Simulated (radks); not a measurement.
Question: Species: Sc2+. Configuration: [Ar] 3d1. Method: Dirac Kohn-Sham, LDA (Slater exchange, Perdew-Wang correlation), spin-unpolarised, spherical densities, finite nucleus; open shells fill j = l - 1/2 first; Fermi nuclear charge, rms radius 3.5459 fm; computed with a radial shooting solver on a logarithmic mesh with Libxc functionals. Some entries of the table are withheld. Estimate them.

orbital  occ.  eigenvalue (eV)  <r> (bohr)
1s1/2       2              (1)     0.07319
2s1/2       2        -488.3735      0.3444
2p1/2       2        -406.5575         (2)
2p3/2       4        -401.9269         (3)
3s1/2       2         -70.1467       1.075
3p1/2       2         -49.3047       1.159
3p3/2       4         -48.7853       1.166
3d3/2       1         -18.1455         (4)
3d5/2       0         -18.1087         (5)

Answer: 
(1) 1s1/2 eigenvalue (eV): -4400.235
(2) 2p1/2 <r> (bohr): 0.3064
(3) 2p3/2 <r> (bohr): 0.3090
(4) 3d3/2 <r> (bohr): 1.559
(5) 3d5/2 <r> (bohr): 1.562
